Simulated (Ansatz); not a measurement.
Start from `CNB(C)O` and change one atom or group to get `CNB(N)O`.

Ansatz, PBE0-D4/def2-TZVP geometries, multiplicity 1. Each molecule was computed in one conformer, which needn't be the lowest.

```
                                        property  `CNB(C)O`
         HOMO–LUMO gap (ωB97M-V/def2-TZVPP) / eV      11.54
             HOMO energy (B3LYP/def2-TZVPP) / eV      -6.94
             LUMO energy (B3LYP/def2-TZVPP) / eV       0.33
              HOMO energy (PBE0/def2-TZVPP) / eV      -7.16
size of the dipole moment (B3LYP/def2-TZVPP) / D       2.56
             HOMO–LUMO gap (PBE/def2-TZVPP) / eV       5.64
```

Problem. Give the same properties after the change, and the shifts. (An estimate is asked.)

Solution. Computed: 
```tsv
property	`CNB(N)O`	shift
HOMO–LUMO gap (ωB97M-V/def2-TZVPP) / eV	10.89	-0.65
HOMO energy (B3LYP/def2-TZVPP) / eV	-6.21	0.73
LUMO energy (B3LYP/def2-TZVPP) / eV	0.41	0.08
HOMO energy (PBE0/def2-TZVPP) / eV	-6.43	0.73
size of the dipole moment (B3LYP/def2-TZVPP) / D	1.65	-0.91
HOMO–LUMO gap (PBE/def2-TZVPP) / eV	5.01	-0.63
```

With PBE0 the HOMO rises by 0.73 eV and the LUMO rises by 0.09 eV, so the gap narrows by about 0.64 eV. PBE moves the HOMO by 0.74 eV and ωB97M-V by 0.73 eV. Dipoles are sizes alone; their direction can turn.

B3LYP here is the variant with VWN-RPA as its local correlation; programs differ in this.
